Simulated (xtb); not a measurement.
GeF₂ClBr, SMILES [F][Ge]([F])([Cl])[Br]. All values are semi-empirical tight-binding results from xtb (GFN2-xTB unless named), good for trends rather than for accurate numbers. Geometry optimised at GFN2-xTB.

For metal compounds this method's bond lengths and energies can be far off.

```yaml
point_group_as_xtb_finds_it: Cs
orbital_gap: 4.90 eV
zero_point_energy: 3.2 kcal/mol
G − E(el) at 298.15 K (modified RRHO): -18.3 kcal/mol
```
